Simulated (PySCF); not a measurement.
A structure optimised at PBE-D3(BJ)/def2-SVP, used in a PySCF frequency run:

```xyz
13

C      2.0847    -0.3496     0.4476
C      0.8381     0.1884    -0.2405
O      0.4958     1.5283     0.2033
Si    -0.7831    -0.8195    -0.0389
O     -1.9876     0.2502    -0.5251
H      1.9139    -0.5025     1.5354
H      2.3807    -1.3311     0.0223
H      2.9383     0.3501     0.3290
H      1.0375     0.3026    -1.3288
H      0.4702     1.5010     1.1802
H     -0.8634    -2.0671    -0.8717
H     -0.9009    -1.1918     1.4235
H     -1.6154     1.1519    -0.4138
```
Charge 0, spin multiplicity 1.

**Question.** Write its SMILES and formula.

**Answer.** C[C@H](O)[SiH2]O, C₂H₈O₂Si

**Question.** What are its rotational constants (standard atomic weights)?

**Answer.** 6.3635, 2.7015, 2.0612 GHz
